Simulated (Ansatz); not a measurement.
`[SiH3][O][Cd][SH]` + `N[SiH2][GeH3]` → `[NH2][Cd][O][SiH3]` + `S[SiH2][GeH3]`  (redistribution)

Calculated with Ansatz (gas phase, PBE0-D4/def2-TZVP geometries, no zero-point term in ΔE). CCSD(T)/CBS is the MP2 limit (def2-TZVPP, def2-QZVPP) plus CCSD(T) − MP2 in def2-TZVPP, frozen cores. Elements past krypton have def2 core potentials. For Cd, Ge outer-core shells are correlated without core-valence functions, which leaves a few kJ/mol of doubt a bond. Scalar relativity is left out up to krypton. Each species was taken in one conformer, which may not be the lowest.

```json
{"species": "`[SiH3][O][Cd][SH]`", "CCSD(T)/CBS(def2) energy (Eh)": "-932.21935"}
{"species": "`N[SiH2][GeH3]`", "CCSD(T)/CBS(def2) energy (Eh)": "-2424.12162"}
{"species": "`[NH2][Cd][O][SiH3]`", "CCSD(T)/CBS(def2) energy (Eh)": "-589.71637"}
{"species": "`S[SiH2][GeH3]`", "CCSD(T)/CBS(def2) energy (Eh)": "-2766.59259"}
```

Problem. Work out ΔE.

Solution. ΔE = (-589.71637) + (-2766.59259) − (-932.21935) − (-2424.12162) = 0.03201 Eh = +84.0 kJ/mol.

Largest T1 diagnostic among the species: 0.015.

In def2-TZVPP, CCSD(T) changes the Hartree–Fock value by −30.3 kJ/mol (the triples alone add −4.5 kJ/mol) and MP2 by −31.9 kJ/mol. Leaving LDA and LC-ωPBE aside and taking each functional with its dispersion term where it has one, the values, not all of them listed here, spread over 24.3 kJ/mol, from revPBE-D4 to BHLYP-D4. LDA lies +3.5 kJ/mol from PBE without D4. From PBE to PBE0 (25 % exact exchange), in def2-TZVPP and without D4, ΔE moves by +9.9 kJ/mol.
